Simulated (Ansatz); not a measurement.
```yaml
crystal:
  periodic: [false, false, false]
  atoms:
    - {symbol: O, position_ang: [-0.338007, 2.100564, 0.562085]}
    - {symbol: B, position_ang: [-0.553664, 0.790965, 0.848107]}
    - {symbol: C, position_ang: [0.571700, -0.237281, 0.556220]}
    - {symbol: Si, position_ang: [0.299841, -1.076437, -1.104222]}
    - {symbol: H, position_ang: [-1.098860, 2.656331, 0.743779]}
    - {symbol: H, position_ang: [-1.624133, 0.453535, 1.287316]}
    - {symbol: H, position_ang: [0.578437, -1.041228, 1.299305]}
    - {symbol: H, position_ang: [1.559975, 0.231934, 0.523562]}
    - {symbol: H, position_ang: [1.347718, -2.104374, -1.345451]}
    - {symbol: H, position_ang: [-1.027430, -1.748293, -1.141197]}
    - {symbol: H, position_ang: [0.349724, -0.082614, -2.209003]}
basis:
  gaussian: {orbitals: def2-mTZVP}
total_charge: 1
magnetization: {spin_polarized: true, initial_magnetization: 1}
hamiltonian: {xc: {name: HF}}
correlation: {active_space: {window: {electrons: 2, orbitals: 1}}}
accuracy: high
scf: {lower_state_search: full}
```

```sh
$ ansatz run in.yaml --threads 2 --pin off --events-out ev --progress --plain --max-ram 4352MiB
```

How does Ansatz answer? (Estimate.)

Ansatz gave: The input was rejected before any iteration.
```
Error: invalid value for `correlation.active_space`: it starts from restricted Hartree–Fock orbitals; set hamiltonian.xc: hf without magnetization.spin_polarized
```
